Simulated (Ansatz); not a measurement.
`C=C[SiH](F)OC`, charge 0, multiplicity 1.

(1) Give a relaxed structure at PBE0-D4/def2-TZVP (Ansatz). (Best estimate.)

Results:

(1) Computed: 
Z-matrix (Å, degrees):
```
Si
C 1 1.850
O 1 1.626 2 111.8
F 1 1.601 2 106.8 3 121.0
H 1 1.476 2 114.1 3 -120.4
C 2 1.331 1 122.5 3 23.9
H 2 1.089 1 119.2 3 -157.4
C 3 1.412 1 125.8 2 62.6
H 6 1.087 2 121.6 1 -1.1
H 6 1.086 2 122.4 1 178.8
H 8 1.093 3 110.6 1 77.7
H 8 1.091 3 108.2 1 -163.3
H 8 1.095 3 111.8 1 -43.6
```
This is one stationary point; other conformers may exist.
